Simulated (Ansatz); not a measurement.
Ansatz (a program for electronic structure) input (B3LYP-D3(BJ)/def2-TZVP):

Ansatz 0.2 input:
```yaml
crystal:
  periodic: [false, false, false]
  atoms:
    - {symbol: Ge, position_ang: [-0.00000000, -0.00000000, -0.04867710]}
    - {symbol: H, position_ang: [0.00000000, 0.00000000, 1.55766720]}
basis:
  gaussian:
    orbitals: def2-TZVP
hamiltonian:
  xc: b3lyp
  dispersion: d3bj
magnetization: {spin_polarized: true, initial_magnetization: 1}
phonons: {temperatures: {t_min: 298.15, t_max: 298.15, t_step: 100}}
```

Output:

```
Functional definition: B3LYP
integrals: 0.01 GiB planned
382 factors; integrals over basis functions are off by at most 2.6e-4 eV
mean field: 0.15 GiB planned
mean field evaluation 1: about -56533.3595 eV, gradient 1.1e1 eV
mean field evaluation 2: about -56533.5250 eV, gradient 1.0e1 eV
mean field evaluation 4: about -56533.7764 eV, gradient 3.2e-1 eV
mean field evaluation 8: about -56533.7789 eV, gradient 4.0e-3 eV
mean field evaluation 16: about -56533.6903 eV, gradient 3.1e0 eV
mean field -56533.77885642 eV, -2077.5780530018 hartree, gradient 1.5e-5 eV, S^2 0.752737; 1 other end points of the search recorded, 0 dependent functions left out
the calculation of the forces begins
reference -56533.77901767 eV, -2077.5780589278 hartree; 17, 16 occupied and 37, 38 virtual orbitals, 382 factors
these checks for a lower state are left out or cut short: stability, starts, cluster_reference, orbital_swaps, neighbouring_geometries, increment
integrals: 0.01 GiB planned
382 factors; integrals over basis functions are off by at most 2.6e-4 eV
mean field: 0.15 GiB planned
mean field -56533.77885642 eV, -2077.5780530017 hartree, gradient 1.0e-6 eV, S^2 0.752737; 0 other end points of the search recorded, 0 dependent functions left out
the calculation of the forces begins
reference -56533.77901767 eV, -2077.5780589276 hartree; 17, 16 occupied and 37, 38 virtual orbitals, 382 factors
these checks for a lower state are left out or cut short: stability, starts, cluster_reference, orbital_swaps, neighbouring_geometries, increment
integrals: 0.01 GiB planned
382 factors; integrals over basis functions are off by at most 2.6e-4 eV
mean field: 0.15 GiB planned
mean field evaluation 32: about -56533.7788 eV, gradient 3.0e-2 eV
mean field -56533.77885642 eV, -2077.5780530017 hartree, gradient 1.0e-6 eV, S^2 0.752737; 0 other end points of the search recorded, 0 dependent functions left out
the calculation of the forces begins
reference -56533.77901767 eV, -2077.5780589276 hartree; 17, 16 occupied and 37, 38 virtual orbitals, 382 factors
these checks for a lower state are left out or cut short: stability, starts, cluster_reference, orbital_swaps, neighbouring_geometries, increment
integrals: 0.01 GiB planned
382 factors; integrals over basis functions are off by at most 2.6e-4 eV
mean field: 0.15 GiB planned
mean field -56533.77885642 eV, -2077.5780530017 hartree, gradient 2.5e-6 eV, S^2 0.752737; 0 other end points of the search recorded, 0 dependent functions left out
the calculation of the forces begins
reference -56533.77901767 eV, -2077.5780589276 hartree; 17, 16 occupied and 37, 38 virtual orbitals, 382 factors
these checks for a lower state are left out or cut short: stability, starts, cluster_reference, orbital_swaps, neighbouring_geometries, increment
integrals: 0.01 GiB planned
382 factors; integrals over basis functions are off by at most 2.6e-4 eV
mean field: 0.15 GiB planned
mean field -56533.77885642 eV, -2077.5780530017 hartree, gradient 2.5e-6 eV, S^2 0.752737; 0 other end points of the search recorded, 0 dependent functions left out
the calculation of the forces begins
reference -56533.77901767 eV, -2077.5780589276 hartree; 17, 16 occupied and 37, 38 virtual orbitals, 382 factors
these checks for a lower state are left out or cut short: stability, starts, cluster_reference, orbital_swaps, neighbouring_geometries, increment
integrals: 0.01 GiB planned
382 factors; integrals over basis functions are off by at most 2.6e-4 eV
mean field: 0.15 GiB planned
mean field -56533.77882047 eV, -2077.5780516805 hartree, gradient 2.2e-6 eV, S^2 0.752736; 0 other end points of the search recorded, 0 dependent functions left out
the calculation of the forces begins
reference -56533.77898166 eV, -2077.5780576043 hartree; 17, 16 occupied and 37, 38 virtual orbitals, 382 factors
these checks for a lower state are left out or cut short: stability, starts, cluster_reference, orbital_swaps, neighbouring_geometries, increment
integrals: 0.01 GiB planned
382 factors; integrals over basis functions are off by at most 2.6e-4 eV
mean field: 0.15 GiB planned
mean field evaluation 64: about -56533.7788 eV, gradient 1.5e-6 eV
mean field -56533.77881220 eV, -2077.5780513769 hartree, gradient 1.5e-6 eV, S^2 0.752738; 0 other end points of the search recorded, 0 dependent functions left out
the calculation of the forces begins
reference -56533.77897352 eV, -2077.5780573051 hartree; 17, 16 occupied and 37, 38 virtual orbitals, 382 factors
these checks for a lower state are left out or cut short: stability, starts, cluster_reference, orbital_swaps, neighbouring_geometries, increment
integrals: 0.01 GiB planned
382 factors; integrals over basis functions are off by at most 2.6e-4 eV
mean field: 0.15 GiB planned
mean field -56533.77885642 eV, -2077.5780530017 hartree, gradient 1.0e-6 eV, S^2 0.752737; 0 other end points of the search recorded, 0 dependent functions left out
the calculation of the forces begins
reference -56533.77901767 eV, -2077.5780589276 hartree; 17, 16 occupied and 37, 38 virtual orbitals, 382 factors
these checks for a lower state are left out or cut short: stability, starts, cluster_reference, orbital_swaps, neighbouring_geometries, increment
integrals: 0.01 GiB planned
382 factors; integrals over basis functions are off by at most 2.6e-4 eV
mean field: 0.15 GiB planned
mean field -56533.77885642 eV, -2077.5780530017 hartree, gradient 1.0e-6 eV, S^2 0.752737; 0 other end points of the search recorded, 0 dependent functions left out
the calculation of the forces begins
reference -56533.77901767 eV, -2077.5780589276 hartree; 17, 16 occupied and 37, 38 virtual orbitals, 382 factors
these checks for a lower state are left out or cut short: stability, starts, cluster_reference, orbital_swaps, neighbouring_geometries, increment
integrals: 0.01 GiB planned
382 factors; integrals over basis functions are off by at most 2.6e-4 eV
mean field: 0.15 GiB planned
mean field -56533.77885642 eV, -2077.5780530017 hartree, gradient 2.5e-6 eV, S^2 0.752737; 0 other end points of the search recorded, 0 dependent functions left out
the calculation of the forces begins
reference -56533.77901767 eV, -2077.5780589276 hartree; 17, 16 occupied and 37, 38 virtual orbitals, 382 factors
these checks for a lower state are left out or cut short: stability, starts, cluster_reference, orbital_swaps, neighbouring_geometries, increment
integrals: 0.01 GiB planned
382 factors; integrals over basis functions are off by at most 2.6e-4 eV
mean field: 0.15 GiB planned
mean field -56533.77885642 eV, -2077.5780530017 hartree, gradient 2.5e-6 eV, S^2 0.752737; 0 other end points of the search recorded, 0 dependent functions left out
the calculation of the forces begins
reference -56533.77901767 eV, -2077.5780589276 hartree; 17, 16 occupied and 37, 38 virtual orbitals, 382 factors
these checks for a lower state are left out or cut short: stability, starts, cluster_reference, orbital_swaps, neighbouring_geometries, increment
integrals: 0.01 GiB planned
382 factors; integrals over basis functions are off by at most 2.6e-4 eV
mean field: 0.15 GiB planned
mean field evaluation 96: about -56533.7788 eV, gradient 1.3e-5 eV
mean field -56533.77881220 eV, -2077.5780513769 hartree, gradient 1.5e-6 eV, S^2 0.752738; 0 other end points of the search recorded, 0 dependent functions left out
the calculation of the forces begins
reference -56533.77897352 eV, -2077.5780573051 hartree; 17, 16 occupied and 37, 38 virtual orbitals, 382 factors
these checks for a lower state are left out or cut short: stability, starts, cluster_reference, orbital_swaps, neighbouring_geometries, increment
integrals: 0.01 GiB planned
382 factors; integrals over basis functions are off by at most 2.6e-4 eV
mean field: 0.15 GiB planned
mean field -56533.77882047 eV, -2077.5780516805 hartree, gradient 2.2e-6 eV, S^2 0.752736; 0 other end points of the search recorded, 0 dependent functions left out
the calculation of the forces begins
reference -56533.77898166 eV, -2077.5780576043 hartree; 17, 16 occupied and 37, 38 virtual orbitals, 382 factors
Total energy: -56533.80117590 eV, -2077.5788732277 hartree
Atom 0 at    -0.000000    -0.000000    -0.048677 Å, force     0.000000    -0.000000    -0.000044 eV/Å
Atom 1 at     0.000000     0.000000     1.557667 Å, force     0.000000     0.000000     0.000044 eV/Å
Dipole moment:    -0.000000    -0.000000    -0.049677 e Å
Vibrations: 1873.05 cm⁻¹, zero-point energy 0.116114 eV
```
